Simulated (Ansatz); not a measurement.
Isolated molecules relaxed with PBE0-D4/def2-TZVP in Ansatz; ΔE leaves out vibrations. CCSD(T)/CBS is the MP2 limit (def2-TZVPP, def2-QZVPP) plus CCSD(T) − MP2 in def2-TZVPP, frozen cores. This one scheme is used for every species, atoms too. Functionals use def2-TZVPP. HSE06 is defined as in plane-wave codes. Open shells (•) are unrestricted, without spin–orbit coupling. Spin–orbit coupling would lower the free atoms: a little for C, F, Si. Each species was taken in one conformer, which may not be the lowest.

`C[SiH2][SiH](F)F` → C• + 2 F• + 6 H• + 2 Si•  (atomization)

```tsv
level	ΔE (kJ/mol)	difference from CCSD(T)/CBS
PBE-D4	4007.6	-4.6
revPBE-D4	3923.0	-89.2
BLYP-D4	3964.6	-47.6
r2SCANh-D4	3979.6	-32.6
r2SCAN0-D4	3948.7	-63.5
HSE06-D4	3962.3	-49.9
B2PLYP	3951.5	-60.7
r2SCAN	3996.0	-16.2
r2SCANh	3973.7	-38.5
r2SCAN0	3942.2	-70.0
HSE06	3944.6	-67.6
CCSD/def2-SVP	3697.6	-314.6
HF/def2-TZVPP	3051.9	-960.3
CCSD/def2-TZVPP	3863.1	-149.1
HF/def2-QZVPP	3062.4	-949.8
MP2/CBS(def2)	4065.3	53.1
CCSD(T)/CBS	4012.2	0
```

Question: What do rigid-rotor, harmonic-oscillator terms from PBE0-D4/def2-TZVP frequencies (298.15 K, 1 bar) make of the CCSD(T)/CBS value? (Estimate.)

Answer: The calculation gave: ΔZPE = -180.7 kJ/mol, ΔH = +3876.3 kJ/mol, ΔS = 1133 J/(mol·K), ΔG = +3538.5 kJ/mol. Open shells count their whole term as degenerate. Modes under 50 cm⁻¹ make the entropy rough.

Largest T1 diagnostic among the species: 0.012.

The D4 term adds +35.6 kJ/mol with B3LYP and +18.8 kJ/mol with PBE0; it sums over pairs of atoms, weighted by their polarisabilities, and B3LYP, whose exchange is more repulsive, gets the larger term. At CCSD(T), def2-SVP lies −287.2 kJ/mol from the extrapolated value and def2-TZVPP −106.0 kJ/mol: correlation converges slowly with the basis, and small sets miss more of it in the bonded molecule than in its fragments.

B3LYP here is the variant with VWN-RPA as its local correlation; programs differ in this.

For atomizations the MP2-based limit and the directly extrapolated one differ by several kJ/mol either way, and by 10 to 25 for some Ge, Se and Sn compounds, so smaller differences from it don't rank the levels.
